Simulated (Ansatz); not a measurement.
```yaml
crystal:
  periodic: [false, false, false]
  atoms:
    - {symbol: F, position_ang: [0.186408, 0.713449, 2.330841]}
    - {symbol: C, position_ang: [0.518027, 1.047908, 1.035366]}
    - {symbol: S, position_ang: [1.104350, -0.400695, 0.091388]}
    - {symbol: Si, position_ang: [-1.030428, 1.490209, -0.154425]}
    - {symbol: Zn, position_ang: [-1.080428, 1.190209, -0.204425]}
    - {symbol: H, position_ang: [1.342846, 1.759935, 1.078186]}
    - {symbol: H, position_ang: [-0.146809, -1.186568, -2.522009]}
    - {symbol: H, position_ang: [-1.296188, -2.186675, -0.673359]}
basis:
  gaussian: {orbitals: ANO-RCC-VTZP, nuclear_model: gaussian}
hamiltonian: {xc: {name: B2PLYP}}
accuracy: high
```

```sh
$ ansatz run in.yaml --threads 4 --pin off --events-out ev --progress --plain --max-ram 10444MiB
```

Shortened log:

```
Functional definition: B2PLYP
4204 factors; integrals over basis functions are off by at most 4.1e-9 eV
mean field evaluation 1: about -68178.8233 eV, gradient 2.0e2 eV
mean field evaluation 2: about -68184.1766 eV, gradient 2.0e2 eV
mean field evaluation 4: about -68060.5299 eV, gradient 2.8e2 eV
mean field evaluation 8: about -68206.0499 eV, gradient 1.0e1 eV
mean field evaluation 16: about -68206.2896 eV, gradient 3.5e-1 eV
mean field evaluation 32: about -68206.2932 eV, gradient 4.3e-3 eV
mean field evaluation 64: about -68206.2932 eV, gradient 1.1e-7 eV
mean field -68206.29317085 eV, -2506.5350421427 hartree, gradient 4.5e-8 eV, S^2 0.000000; 4 other end points of the search recorded, 0 dependent functions left out; unrestricted orbitals would lower it
17 core orbitals not correlated, not the lowest: weight in the atoms' cores, before any rotation towards them, 0.760 or more for the frozen orbitals, at most 0.183 for the correlated occupied ones
reference -68206.29319693 eV, -2506.5350431013 hartree; 22, 22 occupied and 190, 190 virtual orbitals, 4204 factors
second order -49.14704261 eV of doubles, -0.00000000 eV of singles
Total energy: -68219.56289844 eV, -2507.0226956371 hartree
Relativity: scalar
```

Problem. What is wrong with this run?

Solution. One atom was put on top of another. Self-consistency was reached. The result belongs to that input, not to the molecule as meant.
